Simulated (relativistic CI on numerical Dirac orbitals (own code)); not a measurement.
# Charge states of europium

These numbers are calculated, not measured: Dirac-Coulomb-Breit CI, orbitals from a KLI potential per configuration, a model potential for QED, valence Slater integrals scaled by 0.9 (own radial code, finite nucleus).

Each species is treated in one configuration, given outside its closed core. Radial values are for the open shell of highest l, unscaled and averaged over j; ζ includes the Breit term. Labels give the leading LS character, summed over repeated terms.

| Ion | Configuration | Its lowest level | LS weight (%) | F² (cm⁻¹) | F⁴ (cm⁻¹) | g_J | g√(J(J+1)) | ζ (cm⁻¹) |
| --- | --- | --- | --- | --- | --- | --- | --- | --- |
| Eu | 4f7 6s2 | 8S°_7/2 | 98 | 98820 | 61340 | 1.994 | 7.91 | 1255 |
| Eu⁺ | 4f7 6s | 9S°_4 | 98 | 99350 | 61680 | 1.995 | 8.92 | 1242 |
| Eu²⁺ | 4f7 | 8S°_7/2 | 98 | 100300 | 62290 | 1.995 | 7.92 | 1227 |
| Eu³⁺ | 4f6 | 7F_0 | 94 | 109600 | 68520 |  | 0.00 | 1326 |
| Eu⁴⁺ | 4f5 | 6H°_5/2 | 95 | 117800 | 74050 | 0.297 | 0.88 | 1436 |
| Eu¹⁰⁺ | 4d10 4f5 5s2 | 6H°_5/2 | 96 | 131700 | 83660 | 0.295 | 0.87 | 1475 |
| Eu¹¹⁺ | 4d10 4f4 5s2 | 5I_4 | 97 | 137800 | 87810 | 0.604 | 2.70 | 1605 |
| Eu¹²⁺ | 4d10 4f3 5s2 | 4I°_9/2 | 96 | 143600 | 91810 | 0.734 | 3.65 | 1739 |
| Eu¹³⁺ | 4d10 4f2 5s2 | 3H_4 | 95 | 149200 | 95670 | 0.809 | 3.62 | 1876 |
| Eu¹⁴⁺ | 4d10 4f2 5s | 4H_7/2 | 97 | 151500 | 97290 | 0.672 | 2.67 | 1919 |
| Eu¹⁵⁺ | 4d10 4f2 | 3H_4 | 95 | 154200 | 99210 | 0.809 | 3.62 | 1963 |
| Eu¹⁶⁺ | 4d10 4f | 2F°_5/2 | 100 |  |  | 0.855 | 2.53 | 2105 |
| Eu¹⁷⁺ | 4d10 | 1S_0 | 100 |  |  |  | 0.00 |  |
| Eu¹⁸⁺ | 4d9 | 2D_5/2 | 100 |  |  | 1.198 | 3.54 | 19700 |
| Eu¹⁹⁺ | 4d8 | 3F_4 | 93 | 171900 | 116400 | 1.232 | 5.51 | 20250 |
| Eu²⁰⁺ | 4d7 | 4F_9/2 | 75 | 173900 | 117900 | 1.271 | 6.32 | 20820 |
| Eu²¹⁺ | 4d6 | 5D_4 | 61 | 175900 | 119300 | 1.371 | 6.13 | 21390 |
| Eu²²⁺ | 4d5 | 6S_5/2 | 53 | 177800 | 120700 | 1.724 | 5.10 | 21970 |
| Eu²³⁺ | 4d4 | ? | ? | ? | ? | ? | ? | ? |
| Eu²⁴⁺ | 4d3 | 4F_3/2 | 65 | 181600 | 123400 | 0.588 | 1.14 | 23140 |
| Eu²⁵⁺ | 4d2 | 3F_2 | 82 | 183400 | 124800 | 0.733 | 1.80 | 23740 |
| Eu²⁶⁺ | 4d | 2D_3/2 | 100 |  |  | 0.797 | 1.54 | 24350 |
| Eu²⁷⁺ | 3d10 4s2 4p6 | 1S_0 | 100 |  |  |  | 0.00 |  |
| Eu²⁸⁺ | 3d10 4s2 4p5 | 2P°_3/2 | 100 |  |  | 1.331 | 2.58 | 206300 |

**Question.** Fill in the row of Eu²³⁺.

**Answer.** Its lowest level J = 0 (mixed); LS weight (%) 50; F² (cm⁻¹) 179700; F⁴ (cm⁻¹) 122100; g√(J(J+1)) 0.00; ζ (cm⁻¹) 22550.

At low charge ζ of a weakly bound d or f electron comes out too small.
